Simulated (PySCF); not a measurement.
A species of formula CH8InN has this rotational fingerprint, computed with PySCF 2.14.0, PBE0-D3(BJ)/def2-SVP geometry optimisation, gas phase, def2 core potentials past Kr:

```
Rotational constants : A = 7070, B = 4449, C = 2973 MHz
Dipole components    : |μa| = 4.16 D, |μb| = 2.47 D, |μc| = 0.01 D
Inertial defect      : -15.11 u·Å²
κ                    : -0.28
```

**Question.** Which structure is it? (One computed conformer of each.)
A. `[CH3][InH2-][NH3+]`
B. `[H][In]([H])([H])<-[NH2]C`

**Answer.** A. It is [CH3][InH2-][NH3+], an asymmetric top. The candidates at the same level (rigid rotor, commonest isotopes):

```csv
SMILES,A (MHz),B (MHz),C (MHz),μa (D),μb (D),μc (D),Δ (u·Å²),point group,rotor
[CH3][InH2-][NH3+],7070,4449,2973,4.16,2.47,0.01,-15.11,near Cs,asymmetric top
[H][In]([H])([H])<-[NH2]C,19593,2448,2325,4.74,1.31,0.01,-14.91,–,near-prolate asymmetric top
```

`[H][In]([H])([H])<-[NH2]C` has A 177 % too high. No structure here is proved a minimum.
